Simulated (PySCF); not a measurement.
## Spin states of SbCl⁺

Unrestricted PBE0; Sb cc-pVDZ-PP with ECP28, Cl cc-pV(D+d)Z; scalar-relativistic core potentials (PySCF 2.14). Outer shells of the fragments: Sb+ 4d10 5s2 5p2; Cl 3s2 3p5.

Followed along the bond (rough minima from three points):

| 2Ms+1 | unpaired | ⟨S²⟩ at the start | R at minimum (Å) | Te (eV) |
| --- | --- | --- | --- | --- |
| 2 | π ↑ | 0.76 | 2.27 | 0.00 |
| 4 | π ↑↑↑ | 3.76 | none in the scan | ≤ 2.54 |

Solutions found at the starting distance of 2.435 Å, counted from the lowest of them; the search is not exhaustive and high or unbound solutions are not listed, so other states can lie among these:

| 2Ms+1 | unpaired | term | E (eV) | ⟨S²⟩ | ⟨Lz²⟩ | μ (D) |
| --- | --- | --- | --- | --- | --- | --- |
| 2 | π ↑ | ²Π | 0.00 | 0.76 | 1.01 | -2.75 |
| 4 | π ↑↑↑ | ⁴Π | 2.57 | 3.76 | 1.01 | 1.75 |
| 2 | σ ↑ | ²Σ⁺ | 2.71 | 0.76 | 0.00 | -2.48 |
| 2 | π ↑↑↓ | mixed | 2.94 | 1.76 | 3.02 | 1.76 |
| 4 | σ ↑, π ↑↑ | ⁴Σ⁻ | 3.04 | 3.76 | 0.00 | -0.60 |
| 2 | σ ↓, π ↑↑ | mixed | 3.48 | 1.76 | 0.00 | -0.22 |

A term symbol is given only where ⟨S²⟩ and ⟨Lz²⟩ are close to those of a pure state; real π, δ and φ orbitals otherwise mix terms. A positive dipole points towards Cl; it is taken about the centre of mass and depends on that origin.

Spin–orbit coupling is left out. Counting both spins, an empty level lies below a filled one in some of these solutions, because spin and occupation are held.
